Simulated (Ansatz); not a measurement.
`C[O][Ti]([F])([F])[F]` + `[SiH3][SiH2][SeH]` → `[F][Ti]([F])([F])[SeH]` + `CO[SiH2][SiH3]`  (redistribution)

Program: Ansatz. Geometries: PBE0-D4/def2-TZVP. ΔE: electronic, gas phase. CCSD(T)/CBS adds triple-zeta CCSD(T) − MP2 to the extrapolated MP2 energy (def2 sets, frozen cores). Functionals use def2-TZVPP. B3LYP here is the variant with VWN-RPA as its local correlation; programs differ in this. For Se, Ti outer-core shells are correlated without core-valence functions, which leaves a few kJ/mol of doubt a bond. Scalar relativity is left out up to krypton. One conformer a species, not always the lowest.

`C[O][Ti]([F])([F])[F]`:

```xyz
9

C     1.097   -0.253   -1.161
O     0.149   -0.031   -0.163
Ti   -1.026    0.237    1.085
F    -1.884   -1.261    1.409
F    -2.166    1.466    0.558
F    -0.213    0.777    2.546
H     2.099   -0.063   -0.767
H     1.035   -1.289   -1.504
H     0.909    0.417   -2.004
```

`[SiH3][SiH2][SeH]`:

Z-matrix (Å, degrees):
```
Si
Si 1 2.336
H 1 1.486 2 109.6
H 1 1.489 2 111.4 3 121.1
H 1 1.488 2 108.8 3 -119.1
Se 2 2.288 1 109.8 3 61.7
H 2 1.486 1 111.6 3 -53.2
H 2 1.488 1 111.3 3 -174.6
H 6 1.469 2 93.2 1 53.8
```

`[F][Ti]([F])([F])[SeH]`:

Z-matrix (Å, degrees):
```
Ti
F 1 1.737
F 1 1.744 2 112.2
F 1 1.744 2 112.3 3 121.9
Se 1 2.410 2 105.0 3 -119.0
H 5 1.474 1 88.5 2 -179.6
```

`CO[SiH2][SiH3]`:

Cartesian coordinates in Å:
```
C 1.193 -1.891 0.501
O 0.128 -0.981 0.343
Si 0.349 0.536 -0.259
Si -1.746 1.572 -0.289
H 0.793 -2.818 0.915
H 1.952 -1.501 1.189
H 1.673 -2.115 -0.458
H 1.317 1.297 0.588
H 0.941 0.472 -1.629
H -1.599 2.953 -0.827
H -2.311 1.654 1.084
H -2.690 0.821 -1.158
```

```tsv
level	ΔE (kcal/mol)	difference from CCSD(T)/CBS
BLYP-D4	7.5	-0.7
B97M-V	6.9	-1.3
PBE-QIDH	8.5	0.3
revPBE	9.2	1.0
r2SCAN	7.6	-0.6
B3LYP	7.5	-0.7
HF/def2-SVP	14.9	6.7
SCS-MP2/def2-TZVPP	7.8	-0.4
SCS-MP2/def2-QZVPP	7.7	-0.5
HF/CBS(def2)	7.7	-0.5
CCSD(T)/CBS	8.2	0
```

Largest T1 diagnostic among the species: 0.023, so the coupled-cluster value is less sure than usual.

Leaving LDA and LC-ωPBE aside and taking each functional with its dispersion term where it has one, the values, not all of them listed here, spread over 2.3 kcal/mol, from B97M-V to PBE-D4. At CCSD(T), def2-SVP lies +6.9 kcal/mol from the extrapolated value and def2-TZVPP −0.1 kcal/mol.

CCSD(T)/CBS has its own doubt, a few kJ/mol and more with outer-core shells, so smaller differences from it don't rank the levels.
